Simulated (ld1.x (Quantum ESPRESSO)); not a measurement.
Which change was made? (Ce, RRKJ)

cerium, norm-conserving RRKJ (Kleinman–Bylander form), made with ld1.x (Quantum ESPRESSO) 7.5 (PBEsol, scalar-relativistic). Core [Kr] 4d10, reference 4f1 5s2 5p6 5d1 6s2 6p0. Waves: 5s (bound): rc 1.80 bohr; 5p (bound): rc 2.55 bohr; 5d (bound): rc 2.40 bohr; 4f (bound): rc 1.70 bohr. Local part: all-electron potential smoothed inside 1.50 bohr (lloc = -2). Core correction: none. rho0 = 0.005.

Occupied shells without a wave of their own: 6s. They enter only through the test configuration that unscreens the potential.

Cutoffs, loose and tight: the cutoffs (Ry, on a coarse ladder) from which the occupation-weighted sum of valence levels, in a spherical-Bessel basis at the reference potential, stays within 10 and 1 mRy of its value at 400 Ry. They do not see the model core or the augmentation charge, which bear on the density cutoff. Test errors are all-electron minus pseudo excitation energies from the reference, over the configurations 4f1 5s2 5p6 5d1 6s1 6p0; 4f1 5s2 5p6 5d1 6s0 6p0; 4f1 5s2 5p6 5d0 6s0 6p0; 4f1 5s2 5p6 5d1 6s0 6p2; 4f1 5s2 5p6 5d2 6s1 6p0; 4f1 5s1 5p6 5d1 6s2 6p0; 4f1 5s2 5p6 5d1.5 6s1.5 6p0; variants that change the core or the reference have their own tests.

The base gives: outcome: generated; cutoff, loose: 70 Ry; cutoff, tight: 100 Ry; bound ghosts: none; largest test error (meV): -688.

Q: After one change the result is: outcome: failed: compute_chi: n is too large. Which change was it?
A. wave 5s (bound): rc 1.80 bohr becomes 5s (bound): rc 2.42 bohr
B. wave 5s (bound): rc 1.80 bohr becomes 5s (bound): rc 1.90 bohr
C. wave 5s (bound): rc 1.80 bohr becomes 5s (bound): rc 1.20 bohr

A: C. The others give: wave 5s (bound): rc 1.80 bohr becomes 5s (bound): rc 1.90 bohr → outcome: generated, misses its reference levels by 0.16 eV; cutoff, loose: 70 Ry; cutoff, tight: 100 Ry; bound ghosts: none; largest test error (meV): -849 | wave 5s (bound): rc 1.80 bohr becomes 5s (bound): rc 2.42 bohr → outcome: generated, misses its reference levels by 0.27 eV; cutoff, loose: 70 Ry; cutoff, tight: 100 Ry; bound ghosts: none; largest test error (meV): -1465.
